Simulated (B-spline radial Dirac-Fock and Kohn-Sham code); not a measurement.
**Atomic SCF run for Ca⁶⁺**

ΔSCF core binding energies without Breit or QED terms, calculated with a B-spline atomic structure program. Keys: rel is the Hamiltonian (dirac, or spin-free x2c and nr, where L3 and M5 stand for the whole 2p and 3d shells), method is hf or an exchange,correlation pair (spin-unpolarised, also for the hole states), nuc the nuclear model, radius_factor scales its radius, rmax is the box in bohr, h the logarithmic mesh step, order the B-spline order, points the quadrature points per cell, c_factor scales the speed of light, and damp, ndamp, maxit and tol steer the iteration. The run stops when the commutator error falls below 10·tol·max(1, Z/10), or the numerical noise floor, and the energy has settled to about 1e-8 Ha; the virial ratio is −V/T.

Input (task.json):

```json
{"items": [{"Z": 20, "q": 6, "cfg": [[1, 0, 2], [2, 0, 2], [2, 1, 6], [3, 0, 2], [3, 1, 2]], "A": 40, "rrms": 3.4776, "do": "settings", "holes": ["K", "L3", "M5"],
  "settings": [{"rel": "dirac", "method": "hf", "nuc": "fermi", "radius_factor": 1.0, "rmax": 45.0, "h": 0.3, "order": 8, "points": 10, "c_factor": 1.0, "maxit": 3, "damp": 0.5, "ndamp": 3, "tol": 1e-08}]}]}
```

Command: `python xray2_run.py task.json out`

Ground-state iterations:

```
iter   energy (Ha)        error
   1     -664.12291994  8.67e-01
   2     -667.68795223  2.30e-01
   3     -667.79981021  9.29e-02
```

The ground state had not converged after 3 iterations, with total energy -667.79981 Ha, virial ratio 1.98368 and highest orbital energy -124.74 eV. ΔSCF binding energies: K (1s) 4173.8 eV, L3 (2p3/2) 470.0 eV (not all states converged, so these are not final). Holes are computed only in closed shells, and unreliable hole states are left out.

Q: One setting is unsound. Which, and why?

A: maxit ends the run before self-consistency. With the default settings (Dirac Hartree-Fock): The ground state converged in 9 iterations, with total energy -667.82204 Ha, virial ratio 1.99117 and highest orbital energy -125.29 eV. ΔSCF binding energies: K (1s) 4172.6 eV, L3 (2p3/2) 469.7 eV. Holes are computed only in closed shells, and unreliable hole states are left out.
